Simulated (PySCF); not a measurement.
Electronic absorption of CH9ClSi4

CH9ClSi4.
SMILES: `ClC[SiH]1[SiH2][SiH2][SiH2]1`

Computed, not measured: TDDFT PBE0/def2-SVPD, vertical, gas phase, core orbitals frozen in the response in PySCF. One conformer (not necessarily the lowest) at the GFN2-xTB geometry, without solvent, vibrations or thermal averaging. Torsions of this conformer, `[Cl:1][CH2:2][SiH:3]1[SiH2:4][SiH2:5][SiH2:6]1`: Cl1–C2–Si3–Si4 -48°.

```tsv
state	E (eV)	ν̃ (cm⁻¹)	f	|μ| (D)	main configurations (H = HOMO, L = LUMO)
S1	4.57	36900	0.0016	0.30	H→L (99%)
S2	5.09	41090	0.0005	0.16	H-1→L (98%)
S3	5.19	41870	0.0007	0.19	H-2→L (98%)
S4	5.62	45350	0.0030	0.37	H-3→L (97%)
S5	5.97	48160	0.042	1.36	H→L+1 (43%), H-2→L+1 (34%), H-4→L (20%)
S6	6.01	48460	0.0022	0.31	H-4→L (70%), H-2→L+1 (25%)
```

Triplets, Tamm–Dancoff:

```
state  E (eV)  λ (nm)  main configurations (H = HOMO, L = LUMO)
   T1    4.25   291.5                                 H→L (94%)
   T2    4.52   274.6                               H-1→L (90%)
```

The lowest singlet comes at 271 nm (441 kJ/mol) in the ultraviolet; it is very weak; its leading configuration is HOMO→LUMO (99%). The strongest level in the table is S5 at 5.97 eV (208 nm, f = 0.042). Löwdin shares by element: HOMO silicon 83% (atoms not listed hold the other 17%); LUMO silicon 70% (atoms not listed hold the other 30%). The listed states span 1.43 eV, and the widest gap between neighbours is 0.52 eV (S1 to S2). The oscillator strengths of these states sum to 0.050; summed over the whole spectrum of an exact calculation they would give the number of electrons, 88 (Thomas–Reiche–Kuhn). Of the 6 states listed, 1 reaches f = 0.01 and 1 stays under 0.0005. The window holds the lowest 6 singlets.
